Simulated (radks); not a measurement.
Initial-state core-level shifts of neutral gold when its valence configuration changes from [Xe] 4f14 5d10 6s1. All-electron calculation, scalar-relativistic Kohn-Sham, r2SCAN, spin-polarised, spherical densities, finite nucleus; open shells are filled with parallel spins first (spin-orbit coupling, left out, can overturn this in heavy ions); meta-GGA in the generalised Kohn-Sham scheme; Fermi nuclear charge, rms radius 5.4371 fm. Program: a radial shooting solver on a logarithmic mesh with Libxc functionals. Shifts are changes of the shell-averaged eigenvalues in eV (positive: less bound); the change of the density at the nucleus, which sets a Mossbauer isomer shift, is in e/bohr^3, on a base of 2.301e+06.

| valence | 2p | 3s | 4p | 4d | density at nucleus |
|---|---|---|---|---|---|
| 4f14 5d10 6p1 | -2.197 | -2.211 | -2.222 | -2.220 | -136.6 |
| 4f14 5d9.5 6s1 6p0.5 | -2.612 | -2.609 | -2.606 | -2.607 | +13.9 |
| 4f13 5d10 6s1 6p1 | -18.581 | -20.616 | -17.659 | -17.108 | +170.5 |
| 4f14 5d9 6s1 6p1 | -5.110 | -5.101 | -5.090 | -5.093 | +27.8 |
| 4f14 5d9 6p2 | -6.963 | -6.966 | -6.963 | -6.963 | -126.8 |
| 4f14 5d9.5 6s1.5 | -1.644 | -1.633 | -1.624 | -1.626 | +81.9 |
| 4f14 5d8 6s1 6p2 | -10.127 | -10.091 | -10.053 | -10.057 | +62.6 |
| 4f14 5d9 6s2 | -3.324 | -3.301 | -3.281 | -3.285 | +168.4 |
| 4f13.5 5d10 6s1 6p0.5 | -9.212 | -10.219 | -8.789 | -8.516 | +84.2 |
